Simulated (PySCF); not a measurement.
**Stationary points of HfO(OH)2**

Method: PySCF, PBE0, basis Hf def2-SVP with ECP60, O def2-SVP, H def2-SVP (scalar-relativistic core potentials, no spin–orbit coupling, density fitting).

Relaxations began from a few typed shapes. The search is not exhaustive: other isomers or separated fragments can lie lower, and high-lying points may rest on an excited occupation.

Order these stationary points by electronic energy, lowest first, in kJ/mol from the lowest minimum.
A. singlet Cs: Hf–O 1.769 Å, Hf–O 1.960 Å (×2), O–H 0.959 Å (×2); H–O–Hf 136.4° (×2), O–Hf–O 109.6° (×2), O–Hf–O 113.9°
B. singlet C2v: Hf–O 1.773 Å, Hf–O 1.972 Å (×2), O–H 0.958 Å (×2); H–O–Hf 148.8° (×2), O–Hf–O 116.8° (×2), O–Hf–O 126.5°

A (0.0), B (11.5).

Which of them are minima?

By energy in kJ/mol, 0.0: minimum; 11.5: saddle point, 1 imaginary mode.

For the lowest minimum: stability towards spin polarisation was not tested. No spin–orbit coupling is included, which matters more the heavier the element.
